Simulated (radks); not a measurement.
Problem. The mean radii <r> (bohr) of the occupied orbitals of an atom or ion are listed with their occupations. All-electron calculation, scalar-relativistic Kohn-Sham, SCAN, spin-unpolarised, spherical densities, finite nucleus; meta-GGA in the generalised Kohn-Sham scheme; Fermi nuclear charge, rms radius of each element as measured or else 0.836 A^(1/3) + 0.57 fm. Program: a radial shooting solver on a logarithmic mesh with Libxc functionals.

orbital  occ.      <r>
1s          2  0.01632
2s          2  0.06873
2p          6  0.06234
3s          2   0.1774
3p          6   0.1792
3d         10   0.1625
4s          2   0.3915
4p          6   0.4172
4d         10   0.4396
5s          2   0.8770
4f         14   0.4675
5p          6    1.002
5d          9    1.343
6s          1    2.331
6p          3    3.232

Name the element and its charge.

Solution. Z = 81, thallium, charge 0: Tl in [Xe] 4f14 5d9 6s1 6p3. The 1s radius gives Z: for a bare nucleus <r> = (2 gamma + 1)/(2Z) with gamma = sqrt(1 - (Z/c)^2), 0.01613 bohr for Z = 81, and screening makes it slightly larger (0.01632 here). The occupations add up to 81, and the charge is Z minus that.
